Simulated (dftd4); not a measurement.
C7H7, doublet, at a GFN2-xTB geometry; D4 for tpssh run with dftd4.

Input for dftd4:
```
$ dftd4 mol.xyz --func tpssh --charge 0 --json dftd4.json --noedisp --property

# file mol.xyz
14

C      2.36069093    -0.21824476     0.05084697
C      0.98821196    -0.09135973     0.02128512
C      0.36211980     1.18191722    -0.09473152
C     -1.00389933     1.29830754    -0.12331928
C     -1.81299592     0.16761062    -0.03905016
C     -1.22914590    -1.09186356     0.07522167
C      0.13502389    -1.22787791     0.10543951
H      3.00174025     0.64238924    -0.01294849
H      2.82985766    -1.18151771     0.13855539
H      0.98887353     2.05936443    -0.16014177
H     -1.46011120     2.27413088    -0.21190846
H     -2.88758400     0.26695578    -0.06219573
H     -1.85980917    -1.96720581     0.14040063
H      0.58700044    -2.20505324     0.19408455
```

It wrote (shortened):

```
                    ____  _____ _____     ____  _  _
      -------------|  _ \|  ___|_   _|---|  _ \| || |------------
     |             | | | | |_    | | ___ | | | | || |_           |
     |             | |_| |  _|   | ||___|| |_| |__   _|          |
     |             |____/|_|     |_|     |____/   |_|            |
     |             ===================================           |
     |            E. Caldeweyher, S. Ehlert & S. Grimme          |
     |          Mulliken Center for Theoretical Chemistry        |
     |                    University of Bonn                     |
      -----------------------------------------------------------

Rational (Becke-Johnson) damping: tpssh-D4-ATM
---------------------
  s6         1.0000
  s8         1.8590
  s9         1.0000
  a1         0.4429
  a2         4.6023
 alp        16.0000
--------------------

Atomic data, radii in Ångström:
------------------------------------------------------
   Z          R(cov)      r4/r2   hardness         EN
------------------------------------------------------
   6 C        1.0000     1.6431     0.4220     2.5500
   1 H        0.4267     1.0622     0.4726     2.2000
------------------------------------------------------

Atomic reference systems (in atomic units):
----------------------------------------------------------------------------
   Z        #      CN     q+Z       C6(AA)   #      CN     q+Z       C6(AA)
----------------------------------------------------------------------------
   6 C      1  0.0000  6.0000      49.3833   2  0.9189  5.8288      52.1688
            3  1.9079  5.8579      35.6972   4  2.8312  5.7775      35.8445
            5  3.7487  5.7435      28.6317   6  2.9183  5.8956      32.2504
            7  0.8556  6.2103      25.6194
   1 H      1  0.0000  1.0000       7.6362   2  0.8942  1.0000       3.0374
----------------------------------------------------------------------------

Atomic properties (in atomic units):
----------------------------------------------------------------------------
     #    Z              CN          q      C6(AA)        C8(AA)   alpha(0)
----------------------------------------------------------------------------
     1    6 C        2.8506    -0.2142     35.5210     1027.3277     9.7371
     2    6 C        2.9611    -0.0176     29.9674      866.7079     8.9510
     3    6 C        2.9226    -0.0967     32.0649      927.3740     9.2568
     4    6 C        2.9116    -0.1085     32.3954      936.9309     9.3036
     5    6 C        2.9191    -0.1062     32.3282      934.9890     9.2945
     6    6 C        2.9116    -0.1085     32.3954      936.9309     9.3036
     7    6 C        2.9226    -0.0967     32.0649      927.3740     9.2568
     8    1 H        0.9261     0.1102      1.6949       20.4885     2.0358
     9    1 H        0.9261     0.1102      1.6949       20.4885     2.0358
    10    1 H        0.9256     0.1059      1.7319       20.9355     2.0580
    11    1 H        0.9255     0.1053      1.7371       20.9986     2.0611
    12    1 H        0.9257     0.1054      1.7360       20.9849     2.0604
    13    1 H        0.9255     0.1053      1.7371       20.9986     2.0611
    14    1 H        0.9256     0.1059      1.7319       20.9355     2.0580
----------------------------------------------------------------------------

Molecular properties (in atomic units):
----------------------------------------
 molecular C6                2401.9125
 molecular C8               60570.8927
----------------------------------------

Dispersion energy:      -1.6665713478821E-02 Eh

[Info] JSON dump of results written to 'dftd4.json'
```
